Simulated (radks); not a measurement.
The numbers below are computed, except where a source is named.
Q: Valence configurations of the gadolinium ion Gd2+ (all share [Xe]). Level of theory: scalar-relativistic Kohn-Sham, r2SCAN, spin-polarised, spherical densities, finite nucleus; open shells are filled with parallel spins first (spin-orbit coupling, left out, can overturn this in heavy ions); meta-GGA in the generalised Kohn-Sham scheme; Fermi nuclear charge, rms radius 5.1569 fm (a radial shooting solver on a logarithmic mesh with Libxc functionals). Order these by energy: 4f7 6p1; 4f4 5d4; 4f5 5d3; 4f5 5d2 6p1; 4f7 5d1; 4f6 5d1 6p1; 4f6.5 5d1.5; 4f6.5 5d1 6p0.5; 4f7.5 5d0.5; 4f6 5d1 6s1.

A: From the lowest, in eV above it: 4f7.5 5d0.5 0.000; 4f7 5d1 0.475; 4f6.5 5d1.5 5.639; 4f7 6p1 5.706; 4f6.5 5d1 6p0.5 8.566; 4f6 5d1 6s1 13.738; 4f6 5d1 6p1 18.758; 4f5 5d3 28.890; 4f5 5d2 6p1 37.109; 4f4 5d4 51.546. NIST lists [Xe] 4f7 5d1 as the ground configuration; this level of theory puts 4f7.5 5d0.5 lower, by 0.475 eV. The energies are those of spherical high-spin densities, not of single terms.
